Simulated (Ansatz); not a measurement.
Relaxation of Cl$_{2}$H$_{4}$HfN$_{2}$ (9 atoms, charge 0, multiplicity 1), to a largest force component of 0.02 eV/Å in at most 40 steps.

Computed with RKS r2SCAN/def2-SVP in Ansatz 0.2.0.

```xyz
9
Properties=species:S:1:pos:R:3
Hf 0.000 0.000 0.000
Cl 0.000 0.000 2.520
N 2.084 0.000 -0.736
H 2.582 -0.918 -0.917
H 2.585 0.918 -0.908
Cl -1.187 2.056 -0.839
N -1.041 -1.803 -0.736
H -1.576 -2.420 -0.059
H -1.006 -2.053 -1.766
```

Problem. Where does it end, and by what steps?

Solution. The forces met the threshold. After 14 steps the energy has fallen by 1.318 eV; H8 moved furthest, 0.63 Å.

```json
{"step": "0", "energy less start (eV)": "0.0000", "largest force component (eV/Å)": "2.399", "accepted": "yes"}
{"step": "1", "energy less start (eV)": "-1.2027", "largest force component (eV/Å)": "0.821", "accepted": "yes"}
{"step": "2", "energy less start (eV)": "-1.2813", "largest force component (eV/Å)": "0.544", "accepted": "yes"}
{"step": "3", "energy less start (eV)": "-1.2939", "largest force component (eV/Å)": "0.350", "accepted": "yes"}
{"step": "4", "energy less start (eV)": "-1.3062", "largest force component (eV/Å)": "0.327", "accepted": "yes"}
{"step": "5", "energy less start (eV)": "-1.3080", "largest force component (eV/Å)": "0.091", "accepted": "yes"}
{"step": "6", "energy less start (eV)": "-1.3159", "largest force component (eV/Å)": "0.029", "accepted": "yes"}
{"step": "7", "energy less start (eV)": "-1.2885", "largest force component (eV/Å)": "0.669", "accepted": "no"}
{"step": "8", "energy less start (eV)": "-1.3158", "largest force component (eV/Å)": "0.098", "accepted": "no"}
{"step": "9", "energy less start (eV)": "-1.3171", "largest force component (eV/Å)": "0.021", "accepted": "yes"}
{"step": "10", "energy less start (eV)": "-1.3167", "largest force component (eV/Å)": "0.212", "accepted": "no"}
{"step": "11", "energy less start (eV)": "-1.3178", "largest force component (eV/Å)": "0.038", "accepted": "yes"}
{"step": "12", "energy less start (eV)": "-1.3180", "largest force component (eV/Å)": "0.078", "accepted": "yes"}
{"step": "13", "energy less start (eV)": "-1.3179", "largest force component (eV/Å)": "0.076", "accepted": "no"}
{"step": "14", "energy less start (eV)": "-1.3184", "largest force component (eV/Å)": "0.009", "accepted": "yes"}
```

```xyz
9
Properties=species:S:1:pos:R:3
Hf -0.030 0.030 -0.021
Cl -0.041 0.064 2.356
N 1.883 -0.067 -0.658
H 2.329 -0.814 -1.188
H 2.580 0.660 -0.485
Cl -1.069 1.910 -1.039
N -0.877 -1.672 -0.684
H -0.965 -2.539 -0.152
H -1.367 -1.790 -1.571
```

Whether the end is a true minimum wasn't checked by a vibrational analysis.

The run took 51 s on 4 threads of Arm Neoverse V1, on a shared host, peak memory 0.21 GiB.
